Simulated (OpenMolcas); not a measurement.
## Hf: from CASSCF to CASPT2

```json
{"Program": "OpenMolcas", "Basis": "ANO-RCC-VDZ [7s6p4d2f]", "Scalar Hamiltonian": "DKH3, point nucleus", "Active space": "4 electrons in 6 orbitals (5d 6s)", "State averaging": "2S+1 = 5 even, 15 roots; 2S+1 = 3 even, 55 roots; 2S+1 = 1 even, 50 roots", "Spin-orbit coupling": "RASSI with atomic mean-field integrals over the reference wave functions, term energies averaged over their components"}
```

Methods on the same reference wave functions:
A. CASSCF
B. SS-CASPT2, IPEA 0.25 Eh, imaginary shift 0.1 Eh (closed shells correlated: 5s 5p)
C. MS-CASPT2, IPEA 0.25 Eh, imaginary shift 0.1 Eh (closed shells correlated: 5s 5p)

Energies in cm⁻¹ above 5d² 6s² ³F₂, the measured ground level; measured values from NIST Handbook of Basic Atomic Spectroscopic Data.

```csv
Level,A,B,C,Measured
5d² 6s² ³F₂,0.0,0.0,0.0,0.0
5d² 6s² ³F₃,2145,2260,2340,2357
5d² 6s² ³F₄,4243,4360,4470,4568
5d² 6s² ³P₀,4248,4340,3960,5522
5d² 6s² ³P₁,5073,5290,4970,6573
5d³ 6s ⁵F₁,8574,13860,14050,
5d³ 6s ⁵F₂,9217,14510,14710,
5d³ 6s ⁵F₃,10129,15450,15650,
5d³ 6s ⁵F₄,11220,16590,16780,
5d² 6s² ¹G₄,11432,11670,11610,10533
5d³ 6s ⁵F₅,12476,17800,18000,
5d³ 6s ⁵P₁,17837,22050,22170,
5d³ 6s ⁵P₂,18277,22400,22440,
5d³ 6s ⁵P₃,19261,23530,23730,
5d³ 6s ³G₃,21344,25510,25720,
5d³ 6s ³G₄,21695,26090,26290,
5d³ 6s ³G₅ [73 %],22579,27110,27320,
5d³ 6s ³F₂(1),23322,25650,25800,
5d³ 6s ³D₁ [71 %],24372,26630,26700,
5d³ 6s ³F₃(1) [60 %],25096,27710,27900,
5d³ 6s ³D₂ [62 %],25638,27970,28020,
5d³ 6s ³H₆,25972,31140,31330,
5d³ 6s ³H₅,26008,31020,31220,
5d³ 6s ³P₀(1) [67 %],26446,28130,28250,
```

Deviations, from unrounded energies. A percentage is the sum of absolute deviations over the sum of measured energies, with the sign that they share, or ± where signs differ.

| Against measurement | Levels | A | B | C |
| --- | --- | --- | --- | --- |
| mean absolute deviation (cm-1) | 5 | 840 | 780 | 870 |
| fine structure of the ground term (%) | 2 | -7.7 | -4.3 | -1.6 |
| other terms of the ground configuration (%) | 3 | ±16.2 | ±16.0 | ±18.7 |

B lies closest to measurement on these levels and C furthest from it. The largest miss of B in the table is 5d² 6s² ³P₁, by -1300 cm-1. The ranking rests on the paired levels alone, and a cruder setting can come out closer through cancelling errors.

Between B and C the level of the table that moves most is 5d² 6s² ³P₀, by 370 cm-1 (lowest in C, highest in B). Moves below CASPT2's spread within the term are not significant.

The mean deviations of B to C differ by less than CASPT2's widest spread within a term (670 cm-1), so their order carries little weight.

From A to B the spin-free energies of the other terms of 5d² 6s² shown, above ³F, scale by factors of 1.02 to 1.03.

The lowest spin-free term lies below A's lowest term by 0.198 hartree in B, 0.199 hartree in C.

Term energies are means over components that CASPT2 splits; among the terms shown or strongly mixed into the levels shown the widest spread is 670 cm-1 (5d² 6s² ³F, C). Over all roots computed the reference weight is 0.87 to 0.96 in B, 0.87 to 0.96 in C; the roots of lowest weight are the least certain, and an intruder state may touch them. A single d shell beside an s shell can misplace configurations of different d count against each other. Without dynamic correlation excited terms often stand tens of per cent too high (terms of higher spin than the ground term too low), and those without a measured partner can miss by more than the paired ones (holds for A). The CASPT2 spread within a term exceeds the gap to the next term for 5d³ 6s ³D and 5d³ 6s ³F(1), so the order of their levels is uncertain, and so are names and mixing where such terms share a J (holds for B; C). Some terms miss by over 15 % even with CASPT2, which points to a basis or an active space too small for the shells correlated (holds for B; C). Computed and measured levels are paired by configuration, term and J; levels that our copy of the source lacks, or whose pairing is in doubt (as where it misses far off the trend of its configuration), stay unpaired and out of the deviations. Levels of configurations outside the active space are missing. The table leaves out levels that lie high or whose names do not pair safely across all columns.

A share in square brackets marks a mixed level and gives the weight of the term that names it, the lowest over the columns. A number in round brackets counts repeated terms of one configuration in the order of the reference energies.
